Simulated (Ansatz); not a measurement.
A made-up structure of BH4SeS (charge +1), closed shell:

```xyz
7
angstrom
B -1.4443 0.4521 -0.6575
Se -0.6414 -0.5312 0.7764
S 1.5065 -0.1518 0.2152
H -2.6309 0.4118 -0.5958
H -0.7892 1.0091 -1.4730
H -1.0632 -1.2306 2.0465
H 1.9986 -1.4101 0.3140
```

It is relaxed with PBE-D4/def2-SVP and then PBE0-D4/def2-TZVP (Ansatz 0.2.0). Atoms count as bonded within 1.22 times the sum of their covalent radii (H–H: 0.88 Å). The end point is not checked to be a true minimum.

Problem. Does its bonding change? (Judge from chemistry; the calculation decides.)

Solution. By the calculation: No: no bond forms or breaks.

Where it ends: The first stage lowers the energy by 1.12 eV in 11 steps. It ends as BH₄SeS ([BH2][SeH][SH]), total charge +1:
```
7
angstrom
B -1.5272 0.4218 -0.6144
Se -0.5043 -1.0304 0.3472
S 1.5074 -0.1848 0.5093
H -2.6642 0.4936 -0.2934
H -0.9193 1.0078 -1.4416
H -1.0420 -0.7594 1.7002
H 2.0857 -1.3991 0.4185
```

Labels in which every atom is bracketed show which atoms are joined, not bond orders.

For scale, one of the runs: PBE0-D4/def2-TZVP relaxation, 140 basis functions, launched by `ansatz run in.yaml --threads 2 --pin off --events-out ev --progress --plain --max-ram 4352MiB`. Hardware: 2 CPU threads of an Arm Neoverse V1, shared host. Wall time about 24 s.
